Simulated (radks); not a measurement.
Values are calculated unless marked as measured or tabulated.
Ag, 47 electrons, occupied as [Kr] 4d10 5s1 (the NIST ground configuration). Code: a radial shooting solver on a logarithmic mesh with Libxc functionals. Model: scalar-relativistic Kohn-Sham, LDA (Slater exchange, VWN5 correlation), spin-polarised, spherical densities, point nucleus; open shells are filled with parallel spins first (spin-orbit coupling, left out, can overturn this in heavy ions); hard spherical wall at 15 bohr. Some entries of the table are withheld. Estimate them.

orbital  occ.  eigenvalue (eV)  r(max) (bohr)
1s up       1        -25298.94        0.02018
1s down     1        -25298.92        0.02018
2s down     1        -3725.782         0.1141
2s up       1        -3725.782         0.1141
2p up       3        -3344.128        0.09116
2p down     3        -3344.125        0.09116
3s up       1        -682.5266         0.3330
3s down     1        -682.5153         0.3330
3p up       3        -557.1685         0.3261
3p down     3        -557.1575         0.3261
3d up       5        -358.8479         0.2734
3d down     5        -358.8411         0.2734
4s up       1         -95.0405         0.8213
4s down     1         -95.0343         0.8213
4p up       3         -58.6400         0.8753
4p down     3         -58.6168         0.8753
4d up       5          -7.7155          1.038
4d down     5          -7.5288          1.036
5s up       1          -4.9878          2.491
5s down     0          -4.3210          2.474
5p up       0              (1)          3.576
5p down     0              (2)          3.803
6s up       0           0.4479          8.278
6s down     0           0.5367          8.506
4f up       0           2.5360          10.19
4f down     0           2.5711          10.24

Answer. 
(1) 5p up eigenvalue (eV): -1.0247
(2) 5p down eigenvalue (eV): -0.5476
